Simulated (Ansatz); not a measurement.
`[NH2][In]([NH2])[SH]` + `C[O][SnH2][SeH]` → `C[O][In]([NH2])[NH2]` + `[SH][SnH2][SeH]`  (redistribution)

Isolated molecules relaxed with PBE0-D4/def2-TZVP in Ansatz; ΔE leaves out vibrations. CCSD(T)/CBS adds triple-zeta CCSD(T) − MP2 to the extrapolated MP2 energy (def2 sets, frozen cores). Functionals use def2-TZVPP. HSE06 is defined as in plane-wave codes. Elements past krypton have def2 core potentials. For In, Se, Sn outer-core shells are correlated without core-valence functions, which leaves a few kJ/mol of doubt a bond. Scalar relativity is left out up to krypton. One conformer a species, not always the lowest.

`[NH2][In]([NH2])[SH]`:

Cartesian coordinates in Å:
```
N 0.777 -0.518 1.535
In -0.122 0.187 -0.133
N -0.225 -0.937 -1.807
S -1.083 2.369 -0.161
H 0.804 -1.523 1.632
H 0.469 -0.119 2.410
H -0.337 -0.435 -2.676
H 0.497 -1.634 -1.925
H -0.779 2.609 1.126
```

`C[O][SnH2][SeH]`:

Z-matrix (Å, degrees):
```
C
O 1 1.405
H 1 1.100 2 112.4
H 1 1.098 2 112.3 3 122.2
H 1 1.094 2 108.2 3 -118.8
Sn 2 1.963 1 119.7 3 -63.2
Se 6 2.527 2 108.8 1 -55.2
H 6 1.696 2 103.6 1 -172.6
H 6 1.707 2 108.1 1 63.0
H 7 1.469 6 91.5 2 95.7
```

`C[O][In]([NH2])[NH2]`:

Cartesian coordinates in Å:
```
C 1.919 -0.872 0.634
O 0.570 -1.214 0.484
In -0.767 0.088 -0.208
N -0.035 1.872 -0.808
N -2.586 -0.709 -0.536
H 2.386 -0.536 -0.303
H 2.080 -0.083 1.384
H 2.473 -1.755 0.974
H -0.685 2.644 -0.841
H 0.802 2.174 -0.328
H -3.372 -0.078 -0.473
H -2.783 -1.530 0.020
```

`[SH][SnH2][SeH]`:

```xyz
7

S     0.562    1.997   -0.889
Sn    0.137    0.201    0.647
Se    0.651   -2.034   -0.423
H    -0.278    1.511   -1.818
H     1.213    0.474    1.936
H    -1.504    0.183    1.110
H    -0.780   -2.331   -0.564
```

```
             level  ΔE (kcal/mol)
          HSE06-D4            7.0
          PBE-QIDH            7.5
              PBE0            7.0
           r2SCANh            7.3
             HSE06            6.9
     CCSD/def2-SVP            6.7
    MP2/def2-QZVPP            7.2
SCS-MP2/def2-QZVPP            7.2
```

Problem. What does CCSD(T)/CBS give? (Best estimate.)

Solution. Ansatz gave: +7.1 kcal/mol. The listed levels differ from it by -0.1, 0.4, -0.1, 0.2, -0.2, -0.4, 0.1, 0.1 kcal/mol.

Problem. What do rigid-rotor, harmonic-oscillator terms from PBE0-D4/def2-TZVP frequencies (298.15 K, 1 bar) make of the CCSD(T)/CBS value? (Estimate.)

Solution. Ansatz gave: ΔZPE = -0.3 kcal/mol, ΔH = +7.0 kcal/mol, ΔS = 20 J/(mol·K), ΔG = +5.6 kcal/mol. Modes under 50 cm⁻¹ make the entropy rough.

Largest T1 diagnostic among the species: 0.015.

From BLYP to BHLYP (50 % exact exchange), in def2-TZVPP and without D4, ΔE moves by +1.4 kcal/mol. In def2-TZVPP, CCSD(T) changes the Hartree–Fock value by −0.8 kcal/mol (the triples alone add −0.1 kcal/mol) and MP2 by −0.8 kcal/mol.
